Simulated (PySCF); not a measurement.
**Molecular orbitals of CsLi**

PBEsol at R = 3.790 Å; PySCF, scalar-relativistic core potentials, basis sets Cs def2-SVP with ECP46, Li def2-SVP. State: ¹Σ⁺ (singlet), closed shell. Only the outer orbitals are listed, counted within each symmetry, core potentials removing the inner ones.

```tsv
orbital	occ.	ε (eV)	on Cs (%)	main shells (%)
1σ	2	-49.77	0	100 Li s
2σ	2	-26.89	100	100 Cs s
1π	2	-13.49	100	100 Cs p
1π	2	-13.49	100	100 Cs p
3σ	2	-13.40	100	100 Cs p
4σ	2	-2.60	47	52 Li s, 42 Cs s
5σ	0	-1.58	60	56 Cs s, 36 Li s
2π	0	-0.87	71	53 Cs p, 29 Li p, 18 Cs d
2π	0	-0.87	71	53 Cs p, 29 Li p, 18 Cs d
```

Which are the highest filled and the lowest empty level, where do they sit, and how wide is the gap?

Highest filled 4σ at -2.60 eV (in %: 52 Li s, 42 Cs s); lowest empty 5σ at -1.58 eV (in %: 56 Cs s, 36 Li s); the gap at PBEsol is 1.02 eV.

The bond order (Mayer) is 1.00, the ⟨S²⟩ is 0.000 and the charge on Cs (Mulliken, basis-dependent) is 0.06. The charge on Cs (Löwdin, basis-dependent) is 0.02 and the dipole moment (positive dipole means Cs(−)Li(+)) is -3.94 D.

Closed-shell solutions of metal pairs were not tested for spin polarisation, which can lower them a little. Spin–orbit coupling is left out.
